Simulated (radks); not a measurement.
The numbers below are computed, except where a source is named.
Q: These are the eigenvalues of the occupied orbitals of an atom or ion with whole-number occupations (Ry). Code: a radial shooting solver on a logarithmic mesh with Libxc functionals. Model: scalar-relativistic Kohn-Sham, PBE, spin-polarised, spherical densities, finite nucleus; Fermi nuclear charge, rms radius of each element as measured or else 0.836 A^(1/3) + 0.57 fm.

orbital  eigenvalue
1s up     -204.3139
1s down   -204.2702
2s up     -20.61408
2s down   -20.57253
2p up     -16.14018
2p down   -16.08189
3s up      -3.41068
3s down    -3.10917
3p up      -2.43202

Which element is it, and in what charge state? The configuration may be excited. Open shells, if any, are filled with parallel spins first.

A: Z = 17, chlorine, charge +2: Cl2+ in [Ne] 3s2 3p3. The list shows which subshells hold electrons but not how many an open one holds; the 1s level, -102.16 hartree, gives Z - s = 14.3 by -(Z - s)^2/2, which with screening and relativity narrows Z to a few neighbours, and the depths of the outer levels then fix element, charge and occupations together.
